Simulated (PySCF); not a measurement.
## A search over the determinants of AlIn

Unrestricted PBE0; PySCF, scalar-relativistic core potentials, basis sets Al def2-SVP, In def2-SVP with ECP28. Outer shells of the fragments: Al 3s2 3p1; In 4d10 5s2 5p1.

Followed along the bond (rough minima from three points):

| 2Ms+1 | unpaired | ⟨S²⟩ at the start | R at minimum (Å) | Te (eV) |
| --- | --- | --- | --- | --- |
| 3 | σ ↑, π ↑ | 2.01 | 2.89 | 0.00 |
| 3 | π ↑↑ | 2.01 | 2.64 | 0.13 |
| 1 | σ ↓, π ↑ | 1.02 | 2.88 | 0.14 |
| 1 | π ↑↓ | 1.01 | 2.65 | 0.31 |
| 1 | none | 0.00 | 2.68 | 0.81 |

Solutions found at the starting distance of 2.585 Å, counted from the lowest of them; the search is not exhaustive and high or unbound solutions are not listed, so other states can lie among these:

```
2Ms+1    unpaired   term  E (eV)  ⟨S²⟩  ⟨Lz²⟩  μ (D)
    3        π ↑↑    ³Σ⁻    0.00  2.01   0.00   0.63
    3    σ ↑, π ↑     ³Π    0.07  2.01   1.00   0.43
    1        π ↑↓  mixed    0.18  1.01   2.01   0.60
    1    σ ↓, π ↑  mixed    0.20  1.02   1.00   0.41
    1        none  mixed    0.70  0.00   2.00   0.45
    3        π ↑↑  mixed    1.99  2.01   2.01  -0.21
    3  σ ↑↑, π ↑↓  mixed    2.61  3.01   2.01   0.49
    1  σ ↓↓, π ↑↑  mixed    2.96  2.01   0.00   0.38
    3    σ ↑, π ↑     ³Π    3.34  2.22   1.02   0.84
    1    σ ↓, π ↑  mixed    3.74  1.15   1.03   0.50
```

A term symbol is given only where ⟨S²⟩ and ⟨Lz²⟩ are close to those of a pure state; real π, δ and φ orbitals otherwise mix terms. A positive dipole means Al(−)In(+).

Compare the gap between the two lowest followed solutions at the starting distance with the gap between their minima.

At PBE0 the second solution (triplet, unpaired electrons π ↑↑) lies -0.07 eV from the first (triplet, unpaired electrons σ ↑, π ↑) at 2.585 Å and +0.13 eV at the minima; the two curves relax by different amounts, since their minima lie near 2.64 and 2.89 Å.

Spin–orbit coupling is left out. Counting both spins, an empty level lies below a filled one in some of these solutions, because spin and occupation are held.
